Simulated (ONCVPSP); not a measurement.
# silicon: one change to an ONCV potential, before and after

Si, optimised norm-conserving Vanderbilt (ONCV), made with ONCVPSP 4.0.1 (PBE, scalar-relativistic). Core [Ne], reference 3s1.75 3p2.25. Waves: 3s: rc 1.50 bohr, ncon 4, nbas 7, qcut 5 1/bohr, 3 projectors, debl 2.8 Ha; 3p: rc 1.75 bohr, ncon 4, nbas 7, qcut 3.8 1/bohr, 2 projectors, debl 1 Ha; d scattering state at 0.08 Ha: rc 1.50 bohr, ncon 4, nbas 8, qcut 5.8 1/bohr, local. Local part: the d channel. Core correction: Teter function fitted to the true core (icmod 2), fcfact 0.55.

Change: s: qcut 3.9.

Cutoffs: the cutoffs (Ha) at which the residual kinetic energy of the hardest occupied pseudo-wave falls to 1 and 0.1 mHa per electron; they do not see the model core or the augmentation charge, which bear on the density cutoff. Errors are all-electron minus pseudo energies relative to the spin-unpolarised reference configuration.

**Question.** How do hardness, ghosts and transferability respond?

**Answer.** The potential gets softer (7.7 Ha and 28 Ha → 7.5 Ha and 19 Ha); both files keep a bound ghost (s); of the 4 tests that both files solve, the error grows in 0 and shrinks in 1 by more than 15 % and 0.3 meV (median size 1.0 → 0.8 meV). The waves are optimised to have the least kinetic energy above qcut, so the cutoff follows it (qcut²/2 in Ha).

```tsv
quantity	base	changed
cutoff, loose	7.7 Ha	7.5 Ha
cutoff, tight	28 Ha	19 Ha
loose cutoff by channel	s 7.7 Ha, p 3.1 Ha	s 7.5 Ha, p 3.1 Ha
bound ghosts	s	s
GHOST(+) flags under 300 eV	none	none
error for 3s2 3p2, meV [ΔE -1.69 eV]	+0.1	+0.1
error for 3s2 3p1, meV [ΔE 6.05 eV]	0.0	0.0
error for 3s2 3p0, meV [ΔE 22.04 eV]	+11	+11
error for 3s0 3p4, meV [ΔE 12.09 eV]	+2.0	+1.4
s: phases at 1.52 bohr within 0.05 rad from the reference energy up to (Ha; the scan ends near 5)	to the end of the scan	to the end of the scan
p: phases at 1.78 bohr within 0.05 rad from the reference energy up to (Ha; the scan ends near 5)	3.3	3.3
d: phases at 1.52 bohr within 0.05 rad from the reference energy up to (Ha; the scan ends near 5)	3.9	3.9
rms error of d²Exc/dni dnj with the model core, mHa	1.21	1.20
```

Base: The cutoffs count occupied waves only; projector 2 of the s channel, the hardest unoccupied one, needs 66 Ha at the loose tolerance. Changed file: The cutoffs count occupied waves only; projector 2 of the s channel, the hardest unoccupied one, needs 67 Ha at the loose tolerance. A true bound ghost makes a file unfit for plane-wave use even where its test errors are small: the radial tests pick states by their node count and pass the ghost by.
